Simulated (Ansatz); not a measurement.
Input for Ansatz (a quantum-chemistry and plane-wave program): U-CCSD(T)/def2-SVP on HOW (SMILES [OH][W]), 2S+1 = 2, a spin state set in the input, which need not be the lowest. Elements past Kr take the def2 small-core potentials; no spin–orbit coupling.

Ansatz 0.2 input:
```yaml
crystal:
  periodic: [false, false, false]
  atoms:
    - {symbol: W, position_ang: [-0.95281716, -0.66235504, -0.82576813]}
    - {symbol: O, position_ang: [0.42048852, -0.12025351, 0.28212732]}
    - {symbol: H, position_ang: [0.49915992, 0.82998015, 0.47332118]}
basis:
  gaussian:
    orbitals: def2-SVP
magnetization: {spin_polarized: true, initial_magnetization: 1}
correlation: {method: ccsd_t, electrons: valence}
```

Output:

```
WARN ansatz: RAYON_NUM_THREADS=1 ignored (pool sized by the plan → 1); use --threads N
Functional definition: HF
integrals: 0.03 GiB planned
498 factors; integrals over basis functions are off by at most 9.4e-4 eV
mean field: 0.09 GiB planned
mean field evaluation 1: about -3851.5756 eV, gradient 2.3e1 eV
mean field evaluation 2: about -3851.5809 eV, gradient 2.3e1 eV
mean field evaluation 4: about -3853.9454 eV, gradient 2.5e0 eV
mean field evaluation 8: about -3854.1296 eV, gradient 6.1e-1 eV
mean field evaluation 16: about -3854.2440 eV, gradient 2.5e-1 eV
mean field evaluation 32: about -3855.2963 eV, gradient 3.7e-1 eV
mean field evaluation 64: about -3854.1859 eV, gradient 5.1e-1 eV
mean field evaluation 96: about -3854.2572 eV, gradient 1.3e-1 eV
mean field evaluation 128: about -3855.4099 eV, gradient 3.6e-2 eV
mean field evaluation 160: about -3855.2477 eV, gradient 5.4e-2 eV
mean field evaluation 192: about -3854.9330 eV, gradient 3.6e0 eV
mean field evaluation 224: about -3855.3358 eV, gradient 2.7e0 eV
mean field evaluation 256: about -3855.3451 eV, gradient 3.5e-1 eV
mean field evaluation 288: about -3855.3730 eV, gradient 1.5e-1 eV
mean field evaluation 320: about -3855.3604 eV, gradient 7.9e-1 eV
mean field evaluation 352: about -3855.3704 eV, gradient 9.3e-1 eV
mean field evaluation 384: about -3853.6281 eV, gradient 1.6e0 eV
mean field evaluation 416: about -3855.2191 eV, gradient 2.4e-1 eV
mean field evaluation 448: about -3855.0157 eV, gradient 3.3e-1 eV
mean field evaluation 480: about -3855.0544 eV, gradient 1.0e0 eV
mean field evaluation 512: about -3855.2086 eV, gradient 4.1e-1 eV
mean field evaluation 544: about -3855.3191 eV, gradient 1.5e-1 eV
mean field evaluation 576: about -3855.0658 eV, gradient 1.3e0 eV
mean field evaluation 608: about -3854.7587 eV, gradient 7.1e-1 eV
mean field evaluation 640: about -3854.9196 eV, gradient 1.1e0 eV
mean field evaluation 672: about -3855.1973 eV, gradient 1.2e-1 eV
mean field evaluation 704: about -3855.2684 eV, gradient 1.6e-1 eV
mean field evaluation 736: about -3854.8705 eV, gradient 2.1e-1 eV
mean field evaluation 768: about -3855.0618 eV, gradient 1.5e0 eV
mean field evaluation 800: about -3855.1009 eV, gradient 1.9e-1 eV
mean field evaluation 832: about -3855.1233 eV, gradient 2.2e-1 eV
mean field evaluation 864: about -3855.2491 eV, gradient 4.2e-1 eV
mean field evaluation 896: about -3855.1934 eV, gradient 1.5e0 eV
mean field evaluation 928: about -3854.4153 eV, gradient 1.2e0 eV
mean field evaluation 960: about -3854.8778 eV, gradient 6.1e-1 eV
mean field evaluation 992: about -3855.2271 eV, gradient 2.0e0 eV
mean field evaluation 1024: about -3853.4091 eV, gradient 2.7e0 eV
mean field evaluation 1056: about -3854.7111 eV, gradient 7.2e-1 eV
mean field evaluation 1088: about -3854.8797 eV, gradient 9.6e-4 eV
mean field -3855.41079084 eV, -141.6837332723 hartree, gradient 3.1e-6 eV, S^2 2.297492; 22 other end points of the search recorded, 0 dependent functions left out
determinant -3855.41079084 eV, -141.6837332723 hartree, with singles and doubles -3867.04397372 eV, -142.1112448576 hartree
determinant -3855.28098636 eV, -141.6789630453 hartree, with singles and doubles -3867.00097224 eV, -142.1096645824 hartree
determinant -3855.23413874 eV, -141.6772414271 hartree, with singles and doubles -3867.02040238 eV, -142.1103786271 hartree
determinant -3855.20586467 eV, -141.6762023743 hartree, with singles and doubles -3866.73880928 eV, -142.1000302713 hartree
determinant -3854.96740025 eV, -141.6674389684 hartree, with singles and doubles -3866.68859606 eV, -142.0981849694 hartree
determinant -3854.87971718 eV, -141.6642166750 hartree, with singles and doubles -3866.56098131 eV, -142.0934952139 hartree
determinant -3854.25751064 eV, -141.6413510063 hartree, with singles and doubles -3866.12920128 eV, -142.0776275907 hartree
determinant -3854.12695690 eV, -141.6365532449 hartree, with singles and doubles -3865.68647280 eV, -142.0613576191 hartree
determinant -3855.41079084 eV, -141.6837332723 hartree, with singles and doubles -3867.12229891 eV, -142.1141232554 hartree
determinant -3855.28098636 eV, -141.6789630453 hartree, with singles and doubles -3867.07814060 eV, -142.1125004675 hartree
determinant -3855.23413874 eV, -141.6772414271 hartree, with singles and doubles -3867.10453059 eV, -142.1134702817 hartree
determinant -3855.20586467 eV, -141.6762023743 hartree, with singles and doubles -3866.80176770 eV, -142.1023439504 hartree
determinant -3854.96740025 eV, -141.6674389684 hartree, with singles and doubles -3867.07564999 eV, -142.1124089393 hartree
determinant -3854.87971718 eV, -141.6642166750 hartree, with singles and doubles -3866.63760851 eV, -142.0963112115 hartree
1 core orbitals not correlated
reference -3855.23413874 eV, -141.6772414271 hartree; 11, 10 occupied and 39, 40 virtual orbitals, 498 factors
second order -11.48675753 eV of doubles, -0.00000000 eV of singles
coupled cluster: 0.17 GiB planned
cycle   1  -11.87039476 eV  change   -2.9e-6 eV  update   4.1e-6
coupled cluster: 0.17 GiB planned
perturbative correction -0.60967904 eV, -0.0224052913 hartree
WARN: the results are in doubt because among natural orbitals the method converges to other amplitudes
Total energy: -3867.71421253 eV, -142.1358756796 hartree
In doubt: among natural orbitals the method converges to other amplitudes
```

The run converged. Its determinant has ⟨S²⟩ = 1.79, a mixture of spin states.

Warnings raised: other amplitudes.

Cost: roughly 110 core-seconds.
